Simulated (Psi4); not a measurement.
Conformational energy of C₆H₁₀, SMILES C1CC1C1CC1. Scanned: dihedral C1–C3–C4–C5; all other coordinates were relaxed at GFN2-xTB.

Geometry of the scan point at -165° (Å):
```
16

C      1.8447    -0.7555    -0.0481
C      1.8127     0.6931     0.3270
C      0.5386    -0.0983     0.2907
C     -0.4954     0.1005    -0.7763
C     -1.6419     1.0397    -0.5398
C     -0.6002     1.3750    -1.5608
H      2.0267    -1.0010    -1.0836
H      2.2666    -1.4651     0.6475
H      1.9963     1.4152    -0.4530
H      2.2059     0.9863     1.2889
H      0.1124    -0.3568     1.2550
H     -0.7312    -0.8108    -1.3170
H     -1.6428     1.6056     0.3796
H     -2.6273     0.7534    -0.8749
H     -0.8627     1.3123    -2.6063
H      0.0806     2.1804    -1.3340
```

Computed with wB97X-D/def2-TZVP // GFN2-xTB (Psi4).

Scanned values (°): -165, -150, -135, -120, -105, -90, -75, -60, -45, -30, -15, 0, 15, 30, 45, 60, 75, 90, 105, 120, 135, 150, 165, 180.

Question: Describe the profile: where are the wells and the tops?

Answer: Lower than their neighbours: -135° (0.1 mEh), -15° (0.0 mEh), 105° (0.6 mEh). Higher than their neighbours: -75° (6.4 mEh), 60° (3.3 mEh), 165° (3.3 mEh). The whole profile spans 6.4 mEh.
